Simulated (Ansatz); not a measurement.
One change: `N[BH][SnH3]` becomes `N[BH][SbH2]`.

Ansatz, PBE0-D4/def2-TZVP geometries, multiplicity 1. Each molecule was computed in one conformer, which needn't be the lowest.

Elements past krypton have def2 core potentials.

```tsv
property	`N[BH][SnH3]`
HOMO–LUMO gap (PBE/def2-TZVPP) / eV	4.83
zero-point energy (PBE0-D4/def2-TZVP) / kJ/mol	158.2
LUMO energy (B3LYP/def2-TZVPP) / eV	-0.83
HOMO energy (PBE/def2-TZVPP) / eV	-6.37
LUMO energy (ωB97M-V/def2-TZVPP) / eV	1.24
HOMO–LUMO gap (ωB97M-V/def2-TZVPP) / eV	10.84
```

Task: What does the change do to each property? (Estimate.)

Result: Ansatz gave: 
| property | `N[BH][SbH2]` | shift |
| --- | --- | --- |
| HOMO–LUMO gap (PBE/def2-TZVPP) / eV | 4.42 | -0.41 |
| zero-point energy (PBE0-D4/def2-TZVP) / kJ/mol | 141.0 | -17.2 |
| LUMO energy (B3LYP/def2-TZVPP) / eV | -0.57 | 0.26 |
| HOMO energy (PBE/def2-TZVPP) / eV | -5.69 | 0.68 |
| LUMO energy (ωB97M-V/def2-TZVPP) / eV | 1.48 | 0.24 |
| HOMO–LUMO gap (ωB97M-V/def2-TZVPP) / eV | 10.22 | -0.62 |

With PBE0 the HOMO rises by 0.81 eV and the LUMO rises by 0.26 eV, so the gap narrows by about 0.55 eV. PBE moves the HOMO by 0.68 eV and ωB97M-V by 0.86 eV. The zero-point energy changes by -17.2 kJ/mol with -3 modes.

B3LYP here is the variant with VWN-RPA as its local correlation; programs differ in this.

Spin–orbit coupling is left out; it splits and shifts lone-pair levels of the heavy atoms by tenths of an eV.
